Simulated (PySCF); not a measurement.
## Cobalt: a sound run and one with changed settings

Sound run: Co [Ar] 3d7 4s2, Co⁺ [Ar] 3d8. All numbers are calculated (PySCF 2.14, the non-relativistic Hamiltonian (point nucleus), in aug-cc-pVDZ). In the sound run the correlated levels freeze [Ar]. The sound run starts from symmetry-adapted Hartree-Fock orbitals and uses a fine grid where one is needed.

Changed run: the spin-free X2C one-electron Hamiltonian (Gaussian nucleus). This setting is unsound on purpose.

| species | method | sound run (hartree) | changed run (hartree) | converged |
| --- | --- | --- | --- | --- |
| Co | UHF | -1381.42277 | -1389.99578 | yes |
| Co | B3LYP | -1382.78879 | -1391.36152 | yes |
| Co | r2SCAN | -1382.71727 | -1391.29039 | yes |
| Co | MP2 | -1381.63775 | -1390.21303 | yes |
| Co⁺ | UHF | -1381.13503 | -1389.69322 | yes |
| Co⁺ | B3LYP | -1382.50450 | -1391.06079 | yes |
| Co⁺ | r2SCAN | -1382.44276 | -1390.99891 | yes |
| Co⁺ | MP2 | -1381.37859 | -1389.93867 | yes |

Ionisation energy of Co:

```tsv
method	sound run (eV)	changed run (eV)
UHF	7.830	8.233
B3LYP	7.736	8.183
r2SCAN	7.470	7.931
MP2	7.052	7.466
SCS-MP2	7.132	7.543
```

Most of the change in total energy is the relativistic energy itself. On top of that the contraction fixes the core shape for the Hamiltonian it was made with, so the changed run is not a good calculation with the other Hamiltonian either.

For comparison, NIST gives 7.881 eV between the lowest levels.
